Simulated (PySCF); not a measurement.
A structure optimised at PBE0-D3(BJ)/def2-SVP, used in a PySCF frequency run:

```xyz
9

Si     1.4544    -0.4479     0.4120
F      1.2397     0.3004     1.8252
F      2.3271     0.5683    -0.4823
O      0.0178    -0.7312    -0.2799
Ge    -1.5329     0.1532    -0.4593
H      2.2097    -1.6924     0.6125
H     -2.4117    -0.2326     0.7382
H     -2.1220    -0.3324    -1.7881
H     -1.2285     1.6591    -0.4789
```

Question: Write its SMILES and formula.

Answer: F[SiH](F)[O][GeH3], F2GeH4OSi

Question: What are its rotational constants (standard atomic weights)?

Answer: 5.3276, 1.1587, 1.0698 GHz
